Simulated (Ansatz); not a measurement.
The lowest singlet and triplet of C4H4 (SMILES C1=CC=C1); geometries from B3LYP-D3(BJ)/def2-TZVP, each state relaxed from the structure named, with no frequency check.
Singlet (charge 0, multiplicity 1):
```xyz
8

C      1.022    -0.140     0.019
C      0.307     0.979     0.101
C     -1.022     0.140    -0.019
C     -0.307    -0.979    -0.101
H      2.074    -0.377     0.031
H      0.539     2.028     0.207
H     -2.074     0.377    -0.031
H     -0.539    -2.028    -0.207
```
Triplet (charge 0, multiplicity 3):
```xyz
8

C      0.99183    -0.22246     0.01074
C      0.22038     0.98738     0.09920
C     -0.99183     0.22246    -0.01074
C     -0.22038    -0.98738    -0.09920
H      2.04373    -0.45839     0.02213
H      0.45412     2.03456     0.20441
H     -2.04373     0.45839    -0.02213
H     -0.45412    -2.03456    -0.20441
```

A positive gap puts the triplet lower; no zero-point energy. R- takes a restricted singlet. U- takes an unrestricted singlet (broken symmetry where lower, unprojected). The triplet is unrestricted in single-reference levels. Active spaces average the two states.

Cores are frozen in the correlated methods.

Programs: Ansatz (Gaussian orbitals). 

| level | gap E(singlet) − E(triplet), adiabatic (kcal/mol) |
|---|---|
| U-PBE/def2-TZVPP | -5.26 |
| R-B3LYP/def2-TZVPP | -5.84 |
| U-B3LYP/def2-TZVPP | -5.84 |
| U-BHLYP/def2-TZVPP (spin-contaminated) | -4.10 |
| R-wB97X-V/def2-TZVPP | -8.43 |
| R-wB97M-V/def2-TZVPP | -10.26 |
| R-SCS-MP2/cc-pVDZ | -11.20 |
| SA-CASSCF(4,4)/cc-pVTZ | (withheld) |
| SC-NEVPT2 on SA-CASSCF(4,4)/cc-pVDZ | (withheld) |

Complete the blanks.


- SA-CASSCF(4,4)/cc-pVTZ, gap E(singlet) − E(triplet), adiabatic (kcal/mol): -14.75
- SC-NEVPT2 on SA-CASSCF(4,4)/cc-pVDZ, gap E(singlet) − E(triplet), adiabatic (kcal/mol): -9.25

Doubts at one or more of the structures used: a restricted determinant that unrestricted orbitals would lower (R-SCS-MP2/cc-pVDZ).

Ansatz is a quantum-chemistry and plane-wave program.
